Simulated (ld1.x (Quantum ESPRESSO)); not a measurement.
What one change does to a pseudopotential (V, TM)

ld1.x (Quantum ESPRESSO) 7.5 input, shortened:

```
&input
   title='V', zed=23., rel=1, dft='PBESOL', iswitch=3,
   config='[Ar] 3d3 4s2 4p0'
 /
 &inputp
   pseudotype=2, tm=.true., lloc=0,
   nlcc=.true.
 /
3
4P  2  1   0.00   0.00  3.95  3.95  0.0
3D  3  2   3.00   0.00  1.75  1.75  0.0
4S  1  0   2.00   0.00  2.55  2.55  0.0
 &test
   configts(1)='3d3 4s2 4p0'
 /
```

Change: wave 4s (bound): rc 2.55 bohr becomes 4s (bound): rc 1.92 bohr.

Cutoffs: the cutoffs (Ry, on a coarse ladder) from which the occupation-weighted sum of valence levels, in a spherical-Bessel basis at the reference potential, stays within 10 and 1 mRy of its value at 400 Ry; they do not see the model core or the augmentation charge, which bear on the density cutoff. Errors are all-electron minus pseudo energies relative to the spin-unpolarised reference configuration.

Question: Predict the effect on cutoff, ghosts and configuration errors.

Answer: The potential gets neither clearly harder nor softer (70 Ry and 80 Ry → 70 Ry and 90 Ry); the d channel sets the loose cutoff, while the largest relative change is in s, which becomes harder; of the 7 tests that both files solve, the error grows in 1 and shrinks in 5 by more than 15 % and 0.3 meV (median size 324.0 → 240.4 meV); neither file shows a bound ghost.

| quantity | base | changed |
| --- | --- | --- |
| cutoff, loose | 70 Ry | 70 Ry |
| cutoff, tight | 80 Ry | 90 Ry |
| loose cutoff by channel (10 mRy a level) | d 60 Ry, s 6 Ry | d 60 Ry, s 15 Ry |
| bound ghosts | none | none |
| error for 3d3 4s1 4p0, meV [ΔE 7.75 eV] | -6.0 | -1.9 |
| error for 3d3 4s0 4p0, meV [ΔE 21.95 eV] | -46 | -30 |
| error for 3d2 4s0 4p0, meV [ΔE 50.80 eV] | -478 | -552 |
| error for 3d4 4s0 4p0, meV [ΔE 7.16 eV] | -324 | -249 |
| error for 3d1 4s0 4p0, meV [ΔE 96.63 eV] | -1781 | -1994 |
| error for 3d2 4s2 4p1, meV [ΔE 5.80 eV] | -348 | -240 |
| error for 3d3.5 4s1.5 4p0, meV [ΔE 0.05 eV] | -59 | -45 |
| s: phases at 4.30 bohr within 0.05 rad from the reference energy up to (Ry; the scan ends near 5) | 0.8 | 0.6 |
| p: phases at 4.30 bohr within 0.05 rad from the reference energy up to (Ry; the scan ends near 5) | 1.3 | 1.5 |
| d: phases at 4.30 bohr within 0.05 rad from the reference energy up to (Ry; the scan ends near 5) | 0.2 | 0.2 |
